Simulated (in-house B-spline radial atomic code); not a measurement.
# Ionising Ne IX (Ne8+) with different functionals

Computed with an all-electron radial atomic-structure program (B-spline basis): non-relativistic Hamiltonian, point nucleus, spin-polarised at highest spin, spherical fractional occupations for the functionals, the average over the highest-spin determinants for Hartree-Fock. The ionisation energy is the difference of two self-consistent energies, 1s2 → 1s1, without Breit or QED terms; ε is the level of the shell that loses the electron (its least bound occupied spin orbital).

```tsv
method	rung	ΔSCF (eV)	-ε(1s) (eV)
Hartree-Fock	Hartree-Fock	1193.52	1195.04
HF fractional	Hartree-Fock	1193.52	1195.04
LDA VWN5	LDA	1186.58	1128.70
LDA PW92	LDA	?	?
LDA exchange-only	LDA	1182.42	1125.74
PBE	GGA	1193.24	1134.74
PBEsol	GGA	1190.15	1131.85
BLYP	GGA	1194.43	1135.71
RPBE	GGA	1194.58	1135.47
PW91	GGA	1193.77	1135.38
BP86	GGA	1195.19	1135.70
AM05	GGA	1188.55	1129.66
OLYP	GGA	1194.58	1135.72
TPSS	meta-GGA	1194.95	1139.46
SCAN	meta-GGA	1194.83	1141.60
r2SCAN	meta-GGA	1194.83	1141.60
M06-L	meta-GGA	?	?
revTPSS	meta-GGA	1194.99	1140.33
PBE0	global hybrid	1193.59	1150.03
B3LYP	global hybrid	1194.30	1147.55
TPSSh	global hybrid	1194.94	1145.11
M06-2X	global hybrid	1195.16	1164.30
BHandHLYP	global hybrid	1194.65	1165.99
r2SCAN0	global hybrid	1194.81	1155.11
B97-1	global hybrid	1194.89	1148.15
HSE06	range-separated hybrid	1193.69	1149.65
wB97X	range-separated hybrid	1197.24	1149.52
CAM-B3LYP	range-separated hybrid	1194.25	1149.41
LC-wPBE	range-separated hybrid	1193.39	1140.93
```

Task: What does M06-L give?

Result: ΔSCF 1196.09 eV, and -ε(1s) = 1142.19 eV.

Task: What does LDA PW92 give?

Result: ΔSCF 1186.56 eV, and -ε(1s) = 1128.68 eV.

Task: Among the functionals, which spreads more, the ΔSCF values or the orbital energies?

Result: The orbital energies: ΔSCF values span about 14.82 eV and the orbital energies 40.25 eV.

Task: How do they compare with the NIST value?

Result: NIST lists 1195.808 eV (tabulated theory, ground level to ground level). Errors run from -13.39 to +1.43 eV; M06-L is closest (+0.28 eV), but part of that can be cancellation, since the calculations leave out relativity, Breit-QED terms. Hartree-Fock also lacks correlation.
